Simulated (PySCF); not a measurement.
Running PySCF for CdI⁻

The script input.py:

```python
from pyscf import gto, dft

mol = gto.M(
    atom='Cd 0 0 0; I 0 0 2.744',
    basis='sbkjc',
    ecp={'Cd': 'sbkjc', 'I': 'sbkjc'},
    charge=-1,
    spin=0,
    symmetry=True,
    verbose=4,
)
mf = dft.RKS(mol, xc='olyp')
mf.kernel()
mf.dip_moment()
print('orbital energies (hartree):', mf.mo_energy[..., max(0, mol.nelec[1]-3):mol.nelec[0]+3].round(4))
```

```bash
$ python input.py
```

The log:

```
PySCF version 2.14.0

[INPUT] verbose = 4
[INPUT] num. atoms = 2
[INPUT] num. electrons = 28
[INPUT] charge = -1
[INPUT] spin (= nelec alpha-beta = 2S) = 0
[INPUT] symmetry True subgroup None
[INPUT] Mole.unit = angstrom
[INPUT] Symbol           X                Y                Z      unit          X                Y                Z       unit  Magmom
[INPUT]  1 Cd     0.000000000000   0.000000000000   0.000000000000 AA    0.000000000000   0.000000000000   0.000000000000 Bohr   0.0
[INPUT]  2 I      0.000000000000   0.000000000000   2.744000000000 AA    0.000000000000   0.000000000000   5.185408485807 Bohr   0.0

nuclear repulsion = 26.9988372918367
point group symmetry = Coov
symmetry origin: [0.         0.         2.72105594]
symmetry axis x: [1. 0. 0.]
symmetry axis y: [0. 1. 0.]
symmetry axis z: [0. 0. 1.]
num. orbitals of irrep A1 = 15
num. orbitals of irrep E1x = 9
num. orbitals of irrep E1y = 9
num. orbitals of irrep E2x = 3
num. orbitals of irrep E2y = 3
number of shells = 15
number of NR pGTOs = 77
number of NR cGTOs = 39
basis = sbkjc
ecp = {'Cd': 'sbkjc', 'I': 'sbkjc'}

******** <class 'pyscf.dft.rks_symm.SymAdaptedRKS'> ********
method = SymAdaptedRKS
initial guess = minao
damping factor = 0
level_shift factor = 0
DIIS = <class 'pyscf.scf.diis.CDIIS'>
diis_start_cycle = 1
diis_space = 8
diis_damp = 0
SCF conv_tol = 1e-09
SCF conv_tol_grad = None
SCF max_cycles = 50
direct_scf = True
direct_scf_tol = 1e-13
XC library pyscf.dft.libxc version 7.0.0
    S. Lehtola, C. Steigemann, M. J.T. Oliveira, and M. A.L. Marques.,  SoftwareX 7, 1–5 (2018)
XC functionals = olyp
    N. C. Handy and A. J. Cohen.,  Mol. Phys. 99, 403 (2001)
    C. Lee, W. Yang, and R. G. Parr.,  Phys. Rev. B 37, 785 (1988)
    B. Miehlich, A. Savin, H. Stoll, and H. Preuss.,  Chem. Phys. Lett. 157, 200 (1989)
radial grids:
    Treutler-Ahlrichs [JCP 102, 346 (1995); DOI:10.1063/1.469408] (M4) radial grids

becke partition: Becke, JCP 88, 2547 (1988); DOI:10.1063/1.454033
pruning grids: <function nwchem_prune>
grids dens level: 3
symmetrized grids: True
atomic radii adjust function: <function treutler_atomic_radii_adjust>
small_rho_cutoff = 0
Freeze 0 electrons in irreps []
    28 free electrons in irreps A1 E1x E1y E2x E2y
Set gradient conv threshold to 3.16228e-05
Initial guess from minao.
tot grids = 44352
init E= -149.906885753337
HOMO (E1y) = 0.255778474289489  LUMO (E1y) = 0.255778474289489  gap/eV = 0.00000

WARN: E1x HOMO 0.255778474289489 > system LUMO 0.255778474289489

WARN: E1y LUMO 0.255778474289489 < system HOMO 0.255778474289489

cycle= 1 E= -140.049342320039  delta_E= 9.86  |g|= 11.2  |ddm|= 23.7
HOMO (A1) = -2.26162099772004  LUMO (E2y) = -2.25766652021296  gap/eV = 0.10761
cycle= 2 E= -138.096970911819  delta_E= 1.95  |g|=   11  |ddm|= 27.2
HOMO (A1) = -0.26594990562534  LUMO (E1y) = -0.0238201004474359  gap/eV = 6.58869
cycle= 3 E= -177.607337844338  delta_E= -39.5  |g|= 1.81  |ddm|=   15
HOMO (A1) = 0.0986292661817716  LUMO (A1) = 0.209608695522253  gap/eV = 3.01990
cycle= 4 E= -172.80062798515  delta_E= 4.81  |g|=  2.3  |ddm|=  6.5
HOMO (A1) = 0.0329544034703924  LUMO (E1y) = 0.154522333792737  gap/eV = 3.30803
cycle= 5 E= -178.545570355862  delta_E= -5.74  |g|= 0.305  |ddm|= 6.19
HOMO (A1) = 0.0262009382016726  LUMO (E1y) = 0.129079679297536  gap/eV = 2.79947
cycle= 6 E= -178.584478167478  delta_E= -0.0389  |g|= 0.119  |ddm|= 2.05
HOMO (A1) = 0.0315611719052633  LUMO (E1y) = 0.139863823350934  gap/eV = 2.94707
cycle= 7 E= -178.594186321075  delta_E= -0.00971  |g|= 0.0229  |ddm|= 0.373
HOMO (A1) = 0.0324488151549218  LUMO (E1y) = 0.140284847707462  gap/eV = 2.93437
cycle= 8 E= -178.594402411006  delta_E= -0.000216  |g|= 0.00469  |ddm|= 0.104
HOMO (A1) = 0.0317138156074002  LUMO (E1y) = 0.140069394586962  gap/eV = 2.94851
cycle= 9 E= -178.594414838627  delta_E= -1.24e-05  |g|= 0.000787  |ddm|= 0.0142
HOMO (A1) = 0.0319948266740289  LUMO (E1y) = 0.140287715988845  gap/eV = 2.94680
cycle= 10 E= -178.59441515348  delta_E= -3.15e-07  |g|= 0.000131  |ddm|= 0.00428
HOMO (A1) = 0.0319832076615363  LUMO (E1y) = 0.140283981470529  gap/eV = 2.94701
cycle= 11 E= -178.594415157403  delta_E= -3.92e-09  |g|= 2.37e-05  |ddm|= 0.000361
HOMO (A1) = 0.0319819788470004  LUMO (E1y) = 0.140282345754803  gap/eV = 2.94700
cycle= 12 E= -178.594415157669  delta_E= -2.66e-10  |g|= 7.47e-06  |ddm|= 7.28e-05
HOMO (A1) = 0.0319827206742795  LUMO (E1y) = 0.140282819263709  gap/eV = 2.94700
Extra cycle  E= -178.594415157671  delta_E= -1.96e-12  |g|= 6.21e-06  |ddm|= 1.05e-05
converged SCF energy = -178.594415157671

WARN: System has nonzero charge -1; the dipole moment is origin-dependent.
Location of origin: [0. 0. 0.]

Dipole moment(X, Y, Z, Debye):  0.00000,  0.00000, -6.47561
orbital energies (hartree): [-0.0366 -0.0366  0.032   0.1403  0.1403  0.1856]
```

In short: E(SCF) = -178.594415 Eh, 12 cycles.

Wall time 2.1 s on one thread of a shared host.

The basis has no diffuse functions, which an anion needs. Stability towards an unrestricted solution was not tested. The bond length is a typed value, not an optimised one. The dipole of an ion depends on the origin.
